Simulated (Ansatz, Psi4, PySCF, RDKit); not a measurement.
Internal rotation in SMILES c1coc(-c2ccco2)c1 (C₈H₆O₂). Scanned: dihedral O3–C4–C5–O9; all other coordinates were relaxed at B3LYP-D3(BJ)/def2-SVP. Points at φ and −φ are mirror images.

Atom numbering (GFN2-xTB optimised geometry, Å):
```
16

C      2.8293    -0.7530    -0.2788
C      2.7638     0.6064    -0.3085
O      1.4892     1.0262    -0.2369
C      0.7125    -0.0778    -0.1594
C     -0.7126     0.0770    -0.0716
C     -1.4949     1.2053    -0.0494
C     -2.8291     0.7533     0.0478
C     -2.7643    -0.6060     0.0775
O     -1.4900    -1.0266     0.0059
C      1.4953    -1.2057    -0.1817
H      3.7129    -1.3562    -0.3206
H      3.5229     1.3600    -0.3761
H     -1.1492     2.2169    -0.0968
H     -3.7123     1.3571     0.0895
H     -3.5239    -1.3593     0.1451
H      1.1503    -2.2176    -0.1343
```

Computed with: RHF/cc-pVDZ // B3LYP-D3(BJ)/def2-SVP (Ansatz, a first-principles code); MMFF94 // B3LYP-D3(BJ)/def2-SVP (RDKit); B3LYP/def2-TZVP // B3LYP-D3(BJ)/def2-SVP (Psi4); RHF/3-21G = PySCF with restricted Hartree-Fock/3-21G, density fitting // B3LYP-D3(BJ)/def2-SVP; RHF/LANL2DZ = PySCF with restricted Hartree-Fock/LANL2DZ, density fitting // B3LYP-D3(BJ)/def2-SVP; CCSD(T)/cc-pVDZ = CCSD(T) on RHF/cc-pVDZ, frozen core // B3LYP-D3(BJ)/def2-SVP (Ansatz).

Energies in kJ/mol, each method relative to its own lowest point.

```tsv
φ / °	RHF/cc-pVDZ	MMFF94	B3LYP/def2-TZVP	RHF/3-21G	RHF/LANL2DZ	CCSD(T)/cc-pVDZ
-165	0.0	0.0	0.0	0.0	0.0	0.0
-135	11.6	10.5	9.6	15.0	11.4	8.1
-105	21.2	25.1	18.7	28.2	21.8	15.3
-75	18.7	25.8	17.1	26.7	21.0	14.0
-45	11.4	15.3	9.3	18.1	15.1	8.8
-15	9.1	7.6	5.7	13.6	13.7	7.4
15	9.1	7.6	5.7	13.6	13.7	7.4
45	11.4	15.3	9.3	18.1	15.1	8.8
75	18.7	25.8	17.1	26.7	21.0	14.0
105	21.2	25.1	18.7	28.2	21.8	15.3
135	11.6	10.5	9.6	15.0	11.4	8.1
165	0.0	0.0	0.0	0.0	0.0	0.0
```

Root-mean-square difference from the CCSD(T)/cc-pVDZ profile, itself a level with limits, after the best constant shift (kJ/mol): RHF/cc-pVDZ 1.9, MMFF94 4.6, B3LYP/def2-TZVP 1.8, RHF/3-21G 4.4, RHF/LANL2DZ 2.5.
